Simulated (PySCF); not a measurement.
H4BN, charge +1, doublet, geometry from GFN2-xTB (a state made from the parent by changing its charge; the spin is typed, not shown lowest); DF-PBE/def2-SVPD (PySCF).

Here is a job for PySCF.
```python
from pyscf import gto, scf, dft

mol = gto.M(
    atom='''
B    -0.73130621    0.03665242   -0.00704812
N     0.60086384   -0.03011476    0.00579095
H    -1.51017053   -0.84599977   -0.16863775
H    -1.42098447    0.99290666    0.14038813
H     1.23321839    0.75151551   -0.16929741
H     1.14842081   -0.87088115    0.19225095
''',
    basis='def2-svpd',
    charge=1,
    spin=1,
    verbose=4,
)

mf = dft.UKS(mol)
mf.xc = 'pbe'
mf = mf.density_fit(auxbasis='def2-universal-jkfit')
mf.kernel()
```

The log (banner, timings and long lists left out):

```
PySCF version 2.14.0

[INPUT] verbose = 4
[INPUT] num. atoms = 6
[INPUT] num. electrons = 15
[INPUT] charge = 1
[INPUT] spin (= nelec alpha-beta = 2S) = 1
[INPUT] symmetry False subgroup None
[INPUT] Mole.unit = angstrom
[INPUT] Symbol           X                Y                Z      unit          X                Y                Z       unit  Magmom
[INPUT]  1 B     -0.731306210000   0.036652420000  -0.007048120000 AA   -1.381968450094   0.069263035603  -0.013319016493 Bohr   0.0
[INPUT]  2 N      0.600863840000  -0.030114760000   0.005790950000 AA    1.135468095754  -0.056908648707   0.010943309501 Bohr   0.0
[INPUT]  3 H     -1.510170530000  -0.845999770000  -0.168637750000 AA   -2.853808703089  -1.598707866745  -0.318679161763 Bohr   0.0
[INPUT]  4 H     -1.420984470000   0.992906660000   0.140388130000 AA   -2.685271475560   1.876321654657   0.265295116840 Bohr   0.0
[INPUT]  5 H      1.233218390000   0.751515510000  -0.169297410000 AA    2.330445008877   1.420158492263  -0.319925738498 Bohr   0.0
[INPUT]  6 H      1.148420810000  -0.870881150000   0.192250950000 AA    2.170200806651  -1.645726860546   0.363301642687 Bohr   0.0

nuclear repulsion = 32.7147362483276
number of shells = 32
number of NR pGTOs = 100
number of NR cGTOs = 72
basis = def2-svpd
ecp = {}

******** <class 'pyscf.df.df_jk.DFUKS'> ********
method = DFUKS
initial guess = minao
damping factor = 0
level_shift factor = 0
DIIS = <class 'pyscf.scf.diis.CDIIS'>
diis_start_cycle = 1
diis_space = 8
diis_damp = 0
SCF conv_tol = 1e-09
SCF conv_tol_grad = None
SCF max_cycles = 50
direct_scf = False
number electrons alpha = 8  beta = 7
XC library pyscf.dft.libxc version 7.1.2
    S. Lehtola, C. Steigemann, M. J. T. Oliveira, and M. A. L. Marques,  SoftwareX 7, 1–5 (2018)
XC functionals = pbe
    J. P. Perdew, K. Burke, and M. Ernzerhof,  Phys. Rev. Lett. 77, 3865 (1996)
    J. P. Perdew, K. Burke, and M. Ernzerhof,  Phys. Rev. Lett. 78, 1396 (1997)
    J. P. Perdew, K. Burke, and M. Ernzerhof,  Phys. Rev. Lett. 77, 3865 (1996)
    J. P. Perdew, K. Burke, and M. Ernzerhof,  Phys. Rev. Lett. 78, 1396 (1997)
radial grids:
    Treutler-Ahlrichs [JCP 102, 346 (1995); DOI:10.1063/1.469408] (M4) radial grids

becke partition: Becke, JCP 88, 2547 (1988); DOI:10.1063/1.454033
pruning grids: <function nwchem_prune>
grids dens level: 3
symmetrized grids: False
atomic radii adjust function: <function treutler_atomic_radii_adjust>
small_rho_cutoff = 0
Set gradient conv threshold to 3.16228e-05
tot grids = 67184
init E= -81.8202023102774

cycle= 1 E= -81.4606479863023  delta_E= 0.36  |g|= 0.108  |ddm|=  2.3
cycle= 2 E= -81.4632575827811  delta_E= -0.00261  |g|= 0.0792  |ddm|= 0.343
cycle= 3 E= -81.4614247279051  delta_E= 0.00183  |g|= 0.103  |ddm|= 0.195
cycle= 4 E= -81.4678897856948  delta_E= -0.00647  |g|= 0.0254  |ddm|= 0.124
cycle= 5 E= -81.4682342640824  delta_E= -0.000344  |g|= 0.00317  |ddm|= 0.0303
cycle= 6 E= -81.4682423472354  delta_E= -8.08e-06  |g|= 0.00104  |ddm|= 0.00835
cycle= 7 E= -81.4682433000704  delta_E= -9.53e-07  |g|= 0.000397  |ddm|= 0.0023
cycle= 8 E= -81.4682434319096  delta_E= -1.32e-07  |g|= 3.13e-05  |ddm|= 0.0006
cycle= 9 E= -81.4682434327622  delta_E= -8.53e-10  |g|= 3.58e-05  |ddm|= 0.000128
cycle= 10 E= -81.4682434335962  delta_E= -8.34e-10  |g|= 8.77e-06  |ddm|= 3.76e-05
Extra cycle  E= -81.4682434329107  delta_E= 6.85e-10  |g|= 3.45e-05  |ddm|= 4.2e-05
converged SCF energy = -81.4682434329107  <S^2> = 0.75411487  2S+1 = 2.0041106
```
